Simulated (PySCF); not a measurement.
C4H11FSi, SMILES C(C(C)C)[SiH2]F. Atoms are numbered in the order given.

```xyz
17

C     -2.0007     0.6375    -1.7115
C     -0.9960    -0.1052    -0.8245
C     -1.6870    -0.6893     0.4136
C      0.1819     0.8133    -0.4385
Si     1.6650    -0.0043     0.3602
F      1.2631    -0.6385     1.8158
H     -2.8323    -0.0205    -2.0112
H     -1.5245     1.0203    -2.6286
H     -2.4326     1.4987    -1.1736
H     -0.5877    -0.9476    -1.4146
H     -2.1211     0.1173     1.0292
H     -0.9879    -1.2476     1.0532
H     -2.5065    -1.3665     0.1255
H      0.5790     1.3166    -1.3412
H     -0.1725     1.6272     0.2213
H      2.7432     0.9948     0.5988
H      2.1765    -1.1245    -0.4786
```

The structure is a stationary point at B3LYP-D3(BJ)/def2-SVP. This is a generated structure with no PubChem entry under its InChIKey; it may be hypothetical. The values are those of a single conformer.

Two levels are set side by side: PBE/pcSseg-1 (PySCF) and PBE0/pcSseg-1 (PySCF). GIAO shifts against CFCl3 (¹⁹F), TMS (²⁹Si), TMS (¹H), TMS (¹³C) at the same level; non-relativistic, no solvent, atoms listed together averaged. Differences are taken from unrounded values.

```tsv
quantity	PBE
δ(¹³C) of C2 (ppm)	34.9
δ(¹³C) of C4 (ppm)	32.3
δ(²⁹Si) of Si5 (ppm)	16.1
δ(¹⁹F) of F6 (ppm)	-248.1
δ(¹H) of H10 (ppm)	2.17
δ(¹H) of H16, H17 (ppm)	5.67
```

Q: These are the PBE values. What does PBE0 give? (The exact figures need the calculation; the answer reports its results.)

A: 
```json
[
 {"quantity": "δ(¹³C) of C2 (ppm)", "PBE0": "31.8", "PBE minus PBE0": "3.1"},
 {"quantity": "δ(¹³C) of C4 (ppm)", "PBE0": "29.8", "PBE minus PBE0": "2.5"},
 {"quantity": "δ(²⁹Si) of Si5 (ppm)", "PBE0": "14.5", "PBE minus PBE0": "1.7"},
 {"quantity": "δ(¹⁹F) of F6 (ppm)", "PBE0": "-226.3", "PBE minus PBE0": "-21.9"},
 {"quantity": "δ(¹H) of H10 (ppm)", "PBE0": "2.00", "PBE minus PBE0": "0.16"},
 {"quantity": "δ(¹H) of H16, H17 (ppm)", "PBE0": "5.42", "PBE minus PBE0": "0.24"}
]
```

Rough cost on one machine, each run with all the roots and properties that it gave: PBE0 against PBE within a factor of 2.
